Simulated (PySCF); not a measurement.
C2H5O2, SMILES [O]CCO, multiplicity 2. Atoms are numbered in the order given.

```xyz
9

O      1.4031     0.0385     0.7391
C      0.8151    -0.3405    -0.4213
C     -0.7195    -0.4518    -0.1945
O     -1.3335     0.7644     0.1088
H      0.9837     0.3781    -1.2552
H      1.1437    -1.3535    -0.7410
H     -0.8969    -1.1282     0.6549
H     -1.1360    -0.9267    -1.1052
H     -1.2248     1.3607    -0.6410
```
Charge 0, spin multiplicity 2.

Geometry optimised at ωB97X-D3(BJ)/def2-SVP. The isomer is the one that the SMILES or the coordinates give; other isomers of the formula were not compared. Other conformers were not sampled.

Calculation: PBE/pcH-1 (PySCF).

Unrestricted Kohn–Sham, ⟨S²⟩ = 0.752. Hyperfine tensors hold the contact and dipolar terms, without spin-orbit corrections.

### Question
Estimate the hyperfine couplings. (An estimate is asked for; the answer gives what the named calculation found.)

### Answer

```json
[
 {"nucleus": "17O no. 1", "A(iso) (MHz)": "-24.1", "A(iso) (G)": "-8.6", "dipolar principal values (MHz)": "-235.3, 117.1, 118.2"},
 {"nucleus": "13C no. 2", "A(iso) (MHz)": "-28.0", "A(iso) (G)": "-10.0", "dipolar principal values (MHz)": "-9.1, 0.3, 8.8"},
 {"nucleus": "13C no. 3", "A(iso) (MHz)": "80.9", "A(iso) (G)": "28.9", "dipolar principal values (MHz)": "-14.3, -14.0, 28.3"},
 {"nucleus": "17O no. 4", "A(iso) (MHz)": "-4.2", "A(iso) (G)": "-1.5", "dipolar principal values (MHz)": "-15.9, 7.7, 8.3"},
 {"nucleus": "1H no. 5", "A(iso) (MHz)": "33.6", "A(iso) (G)": "12.0", "dipolar principal values (MHz)": "-5.4, -4.7, 10.1"},
 {"nucleus": "1H no. 6", "A(iso) (MHz)": "70.5", "A(iso) (G)": "25.1", "dipolar principal values (MHz)": "-6.1, -4.7, 10.8"},
 {"nucleus": "1H no. 7", "A(iso) (MHz)": "-8.2", "A(iso) (G)": "-2.9", "dipolar principal values (MHz)": "-8.2, -2.3, 10.5"},
 {"nucleus": "1H no. 8", "A(iso) (MHz)": "47.8", "A(iso) (G)": "17.1", "dipolar principal values (MHz)": "-6.5, -2.1, 8.6"},
 {"nucleus": "1H no. 9", "A(iso) (MHz)": "-0.7", "A(iso) (G)": "-0.2", "dipolar principal values (MHz)": "-4.9, -1.3, 6.3"}
]
```

### Question
And the g tensor (effective nuclear charges for spin-orbit coupling, GIAO)? (The exact figures need the calculation; the answer reports its results.)

### Answer
principal values 2.0022, 2.0092, 2.0514; isotropic 2.0209.
